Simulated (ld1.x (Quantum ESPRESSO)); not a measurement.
# LDA (PZ) ultrasoft dataset for He (Z = 2), scalar-relativistic all-electron reference.

```json
{
  "Element": "helium",
  "Generator": "ld1.x (Quantum ESPRESSO) 7.5",
  "Type": "ultrasoft",
  "Functional": "LDA (PZ)",
  "Relativity": "scalar-relativistic",
  "Frozen core": "none",
  "Valence charge": "2",
  "Reference configuration": "1s2",
  "Partial waves": "1s (bound): rcut 0.80, rcutus 0.90 bohr; 1s channel at 2.15 Ry: rcut 0.80, rcutus 0.90 bohr",
  "Local potential": "all-electron potential smoothed inside 0.85 bohr (lloc = -1)",
  "Core correction": "none",
  "Augmentation charge": "built from norm-conserving waves at rcut, not smoothed further"
}
```

What the tests gave:

```
Cutoffs needed                            : 45 Ry and 60 Ry (the cutoffs (Ry, on a coarse ladder) from which the occupation-weighted sum of valence levels, in a spherical-Bessel basis at the reference potential, stays within 10 and 1 mRy of its value at 400 Ry)
Ghost test                                : no extra level below or beside the all-electron valence levels (s, p, d, f tested) (spherical-Bessel basis up to 400 Ry, 20 bohr box)
Largest excitation error                  : +26 meV (all-electron minus pseudo) for 1s1, out of 2 test configurations
Lowest eigenvalue of the overlap operator : 1.00 (s channel)
```

Generation and tests took about 0.29 s on one core of a shared server CPU.
